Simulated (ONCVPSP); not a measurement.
**palladium (Pd): what ONCVPSP 4.0.1 does with a changed input**

Command:

```bash
oncvpsp.x < Pd.dat > Pd.out
```

Input:

```
# ATOM AND REFERENCE CONFIGURATION
# atsym  z   nc   nv     iexc    psfile
  Pd 46.00    6    3  -116133      upf
#
#   n    l    f
    1    0    2.00
    2    0    2.00
    2    1    6.00
    3    0    2.00
    3    1    6.00
    3    2   10.00
    4    0    2.00
    4    1    6.00
    4    2    9.00
#
# PSEUDOPOTENTIAL AND OPTIMIZATION
# lmax
    2
#
#   l,   rc,      ep,       ncon, nbas, qcut
    0    1.15    0.00    3    3    8.10
    1    1.55    0.00    4    7   10.90
    2    1.95    0.00    4    9    7.50
#
# LOCAL POTENTIAL
# lloc, lpopt,  rc(5),   dvloc0
    4    4    0.75    2.00
#
# VANDERBILT-KLEINMAN-BYLANDER PROJECTORs
# l, nproj, debl
    0    3    0.40
    1    2    2.50
    2    2    2.80
#
# MODEL CORE CHARGE
# icmod, fcfact, rcfact
    2    0.35    1.00
#
# LOG DERIVATIVE ANALYSIS
# epsh1, epsh2, depsh
   -5.00    5.00    0.04
#
# OUTPUT GRID
# rlmax, drl
    6.00    0.01
#
# TEST CONFIGURATIONS
# ncnf
    4
# nvcnf
#   n    l    f
    3
    4    0    2.00
    4    1    6.00
    4    2   10.00
#
    3
    4    0    2.00
    4    1    6.00
    4    2    8.00
#
    3
    4    0    2.00
    4    1    6.00
    4    2    7.00
#
    3
    4    0    1.00
    4    1    6.00
    4    2   10.00
#
```

This is an input that runs to its end, with one change: nbas of l = 0 set to 3.

Question: How does the run end?

Answer: The program refuses the input: "test_data: must have ncon+2 <= nbas <= ncon+5, l= 0".

```
ONCVPSP  (Optimized Norm-Conservinng Vanderbilt PSeudopotential)
scalar-relativistic version 4.0.1

test_data: must have ncon+2 <= nbas <= ncon+5, l=   0
ERROR: test_data found   1 ERROR; stopping
```
